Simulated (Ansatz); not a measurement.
Input file for C$_{2}$H$_{8}$BGa, SMILES `C[B](C)[GaH2]`:

```yaml
crystal:
  periodic: [false, false, false]
  atoms:
    - {symbol: C, position_ang: [-0.216695, 1.435176, -0.623561]}
    - {symbol: B, position_ang: [0.014228, 0.022040, 0.009445]}
    - {symbol: C, position_ang: [1.052904, -0.115026, 1.172783]}
    - {symbol: Ga, position_ang: [-1.042767, -1.646746, -0.684746]}
    - {symbol: H, position_ang: [-0.537007, 1.456164, -1.667301]}
    - {symbol: H, position_ang: [-1.053640, 1.860046, -0.044657]}
    - {symbol: H, position_ang: [0.624678, 2.122757, -0.486998]}
    - {symbol: H, position_ang: [0.879474, -0.919814, 1.890163]}
    - {symbol: H, position_ang: [1.999622, -0.364636, 0.665271]}
    - {symbol: H, position_ang: [1.237169, 0.820133, 1.712118]}
    - {symbol: H, position_ang: [-0.473658, -2.635169, -1.780873]}
    - {symbol: H, position_ang: [-2.484307, -2.034924, -0.161634]}
basis:
  gaussian: {orbitals: def2-TZVPP}
correlation: {method: ccsd_t}
output: {orbitals: {seedname: orbitals}}
```

```sh
$ ansatz run in.yaml --threads 4 --pin off --events-out ev --progress --plain --max-ram 10444MiB
```

The program prints (abridged):

```
Functional definition: HF
1487 factors; integrals over basis functions are off by at most 8.7e-4 eV
mean field evaluation 1: about -55190.0214 eV, gradient 3.6e1 eV
mean field evaluation 2: about -55190.1206 eV, gradient 3.6e1 eV
mean field evaluation 4: about -55193.8151 eV, gradient 3.9e0 eV
mean field evaluation 8: about -55193.8718 eV, gradient 2.5e-1 eV
mean field -55193.87275455 eV, -2028.3374119792 hartree, gradient 2.4e-6 eV, S^2 0.000000; 0 other end points of the search recorded, 0 dependent functions left out
12 core orbitals not correlated: weight in the atoms' cores, before any rotation towards them, 1.000 or more for the frozen orbitals, at most 0.000 for the correlated occupied ones
reference -55193.87275455 eV, -2028.3374119792 hartree; 16, 16 occupied and 225, 225 virtual orbitals, 1487 factors
second order -18.76727871 eV of doubles, -0.00000000 eV of singles
cycle   1  -19.26541608 eV  change   -5.0e-1 eV  update   1.1e-1
cycle   2  -19.86829738 eV  change   -6.0e-1 eV  update   3.2e-2
cycle   3  -19.96711271 eV  change   -9.9e-2 eV  update   1.6e-2
cycle   4  -19.96183763 eV  change    5.3e-3 eV  update   3.9e-3
cycle   5  -19.96005202 eV  change    1.8e-3 eV  update   1.7e-3
cycle   6  -19.95977455 eV  change    2.8e-4 eV  update   5.5e-4
cycle   7  -19.95968845 eV  change    8.6e-5 eV  update   2.2e-4
cycle   8  -19.95972146 eV  change   -3.3e-5 eV  update   6.8e-5
cycle   9  -19.95974043 eV  change   -1.9e-5 eV  update   2.4e-5
perturbative correction -0.76392092 eV, -0.0280735759 hartree
Total energy: -55214.59641590 eV, -2029.0989924865 hartree
```

Hardware: 4 threads of an AMD EPYC 9R14 on a shared host. Wall time 89 s, peak host memory 5.6 GiB.

Correlation energy per correlated electron: -0.648 eV. T1 diagnostic: 0.0124.
